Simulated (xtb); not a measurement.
triflic acid (CHF₃O₃S), singlet, geometry from GFN2-xTB; GFN2-xTB (xtb).

xtb was given this input:
```
$ xtb mol.xyz --gfn 2 --acc 30 --json

# file mol.xyz
9

O      1.41469782    -0.49779905    -1.06169565
S      0.80886675     0.30104012     0.16311669
O      1.27034678    -0.28302073     1.37173556
O      0.90598970     1.68891681    -0.07270317
C     -0.97345522    -0.20872619    -0.06496558
F     -1.73274043     0.25154402     0.91428660
F     -1.43423367     0.23041401    -1.22337302
F     -1.01685156    -1.53813106    -0.06070275
H      1.82502020    -1.32350365    -0.79066498
```

What the program printed (banner, timings and long lists left out):

```
   ID    Z sym.   atoms
    1    8 O      1, 3, 4
    2   16 S      2
    3    6 C      5
    4    9 F      6-8
    5    1 H      9

           -------------------------------------------------
          |                Calculation Setup                |
           -------------------------------------------------

           -------------------------------------------------
          |                 G F N 2 - x T B                 |
           -------------------------------------------------

          ...................................................
          :                      SETUP                      :
          :.................................................:
          :  # basis functions                  39          :
          :  # atomic orbitals                  38          :
          :  # shells                           18          :
          :  # electrons                        50          :
          :  max. iterations                   250          :
          :  Hamiltonian                  GFN2-xTB          :
          :  restarted?                      false          :
          :  GBSA solvation                  false          :
          :  PC potential                    false          :
          :  electronic temp.          300.0000000     K    :
          :  accuracy                   30.0000000          :
          :  -> integral cutoff          0.2000000E+02      :
          :  -> integral neglect         0.3000000E-06      :
          :  -> SCF convergence          0.3000000E-04 Eh   :
          :  -> wf. convergence          0.3000000E-02 e    :
          :  Broyden damping             0.4000000          :
          :  net charge                          0          :
          :  unpaired electrons                  0          :
          ...................................................

 iter      E             dE          RMSdq      gap      omega  full diag
   1    -32.3261777 -0.323262E+02  0.812E+00    7.93       0.0  T
   2    -32.3835391 -0.573614E-01  0.518E+00    7.66       1.0  T
   3    -32.3878320 -0.429284E-02  0.225E+00    7.67       1.0  T
   4    -32.3942432 -0.641124E-02  0.670E-01    7.59       1.0  T
   5    -32.3946360 -0.392794E-03  0.324E-01    7.58       1.0  T
   6    -32.3947716 -0.135602E-03  0.115E-01    7.56       1.0  T
   7    -32.3947963 -0.247313E-04  0.190E-02    7.55       1.8  T
   8    -32.3947966 -0.230008E-06  0.955E-03    7.55       3.5  T

[...]
         :: total energy             -32.276110321702 Eh    ::
[...]
     3   8 O        0.860    -0.561    25.175     6.727
     4   8 O        0.860    -0.524    24.322     6.612
     5   6 C        3.316     0.373    19.170     6.979
     6   9 F        0.803    -0.161    10.843     3.890
     7   9 F        0.806    -0.161    10.842     3.890
     8   9 F        0.814    -0.176    10.987     3.916
     9   1 H        0.822     0.378     0.525     1.137

 Mol. C6AA /au·bohr⁶  :       1544.106491
 Mol. C8AA /au·bohr⁸  :      40224.264679
 Mol. α(0) /au        :         56.249610

Wiberg/Mayer (AO) data.
largest (>0.10) Wiberg bond orders for each atom

 ---------------------------------------------------------------------------
     #   Z sym  total        # sym  WBO       # sym  WBO       # sym  WBO
 ---------------------------------------------------------------------------
     1   8 O    2.076 --     2 S    1.023     9 H    0.836
     2  16 S    5.017 --     4 O    1.655     3 O    1.607     1 O    1.023
                             5 C    0.649
     3   8 O    1.925 --     2 S    1.607     4 O    0.126
     4   8 O    1.971 --     2 S    1.655     3 O    0.126
     5   6 C    3.818 --     7 F    0.985     6 F    0.984     8 F    0.970
                             2 S    0.649
     6   9 F    1.125 --     5 C    0.984
     7   9 F    1.126 --     5 C    0.985
     8   9 F    1.107 --     5 C    0.970
     9   1 H    0.857 --     1 O    0.836
 ---------------------------------------------------------------------------

Topologies differ in total number of bonds
Writing topology from bond orders to xtbtopo.mol

molecular dipole:
                 x           y           z       tot (Debye)
 q only:        0.363      -0.851      -0.432
   full:        0.349      -1.072      -0.533       3.170
molecular quadrupole (traceless):
                xx          xy          yy          xz          yz          zz
 q only:        2.328      -4.815       0.012      -2.962       2.512      -2.341
  q+dip:        4.154      -5.122      -0.481      -3.107       2.771      -3.673
   full:        4.049      -5.400      -0.470      -3.322       2.983      -3.579

           -------------------------------------------------
          | TOTAL ENERGY              -32.276110321702 Eh   |
          | GRADIENT NORM               0.000110035111 Eh/α |
          | HOMO-LUMO GAP               7.551127963339 eV   |
           -------------------------------------------------

normal termination of xtb
```
